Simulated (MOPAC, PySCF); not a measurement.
CH$_{4}$OSi, SMILES `C=[SiH]O` (C–Si–O–H torsion 0°), neutral singlet in the gas phase. 

Cartesian coordinates (Å):
SMILES: C=[SiH]O
```xyz
7

C     -1.1675    -0.2489    -0.0744
Si     0.3440     0.3638     0.3736
O      1.7966     0.0345    -0.3078
H     -2.0467     0.0636     0.4751
H     -1.3386    -0.9449    -0.8841
H      0.5876     1.3072     1.4687
H      1.8245    -0.5752    -1.0510
```
Charge 0, spin multiplicity 1.

All levels are single points at this geometry (B3LYP-D3(BJ)/def2-TZVP); Pople sets use spherical d functions. Orbital energies aren't observables, and empty levels follow the basis.

B3LYP-D3(BJ)/def2-TZVP in PySCF gives dipole (D) = 1.05.

### Question
Estimate the dipole (D) from each of these levels: PBE-D3(BJ)/def2-TZVP in PySCF; B3LYP/LANL2DZ in PySCF; BP86/6-31G* in PySCF; M06-2X/6-31G* in PySCF; HF/3-21G in PySCF; AM1 in MOPAC; PM3 in MOPAC; PM7 in MOPAC.

### Answer

```json
[
 {"level": "PBE-D3(BJ)/def2-TZVP in PySCF", "dipole (D)": "1.08"},
 {"level": "B3LYP/LANL2DZ in PySCF", "dipole (D)": "0.96"},
 {"level": "BP86/6-31G* in PySCF", "dipole (D)": "1.09"},
 {"level": "M06-2X/6-31G* in PySCF", "dipole (D)": "0.97"},
 {"level": "HF/3-21G in PySCF", "dipole (D)": "0.91"},
 {"level": "AM1 in MOPAC", "dipole (D)": "0.73"},
 {"level": "PM3 in MOPAC", "dipole (D)": "0.66"},
 {"level": "PM7 in MOPAC", "dipole (D)": "1.83"}
]
```
